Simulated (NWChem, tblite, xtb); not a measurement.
# C3H2ClF3 (SMILES F/C(Cl)=C\C(F)F): methods side by side

The species is C3H2ClF3 (9 atoms), meant as a singlet with charge 0. As SMILES, `F/C(Cl)=C\C(F)F`. The shape is that of a PBE0-D4/def2-TZVP optimisation. This is one conformer, not always the lowest.

```xyz
9

F    -1.9556   -0.4919    0.0127
C    -0.9966   -0.1474    0.8562
Cl   -1.5488   -0.0822    2.4638
C     0.2404    0.1113    0.4683
C     0.6653    0.0381   -0.9516
F     1.1553    1.2426   -1.3491
F     1.6804   -0.8568   -1.0836
H     0.9836    0.3887    1.2027
H    -0.1354   -0.2487   -1.6365
```

Quantity: the dipole moment, in D. The values are calculated.

| level | kind | program | value (D) | CPU time |
| --- | --- | --- | --- | --- |
| GFN2-xTB | semi-empirical | tblite | 1.95 | under 2 s |
| GFN0-xTB | semi-empirical | xtb | 2.60 | under 2 s |
| GFN1-xTB | semi-empirical | xtb | 2.04 | under 2 s |
| IPEA1-xTB | semi-empirical | tblite | 0.86 | under 2 s |
| HF/STO-3G | Hartree–Fock | NWChem | 0.47 | 3.7 s |
| HF/3-21G | Hartree–Fock | NWChem | 1.22 | 4.9 s |
| HF/def2-SVP | Hartree–Fock | NWChem | 1.55 | 24 s |
| HF/6-31+G* (spherical functions) | Hartree–Fock | NWChem | 1.50 | 68 s |
| BLYP/6-31G** (spherical functions) | GGA | NWChem | 1.00 | 29 s |
| B3LYP/6-31G* (spherical functions) | global hybrid | NWChem | 1.09 | 26 s |

The values span 0.47 to 2.60 D. Magnitudes only. Sets without polarisation functions give poor dipoles. CPU times are rough (shared hosts, several kinds of processor and program).
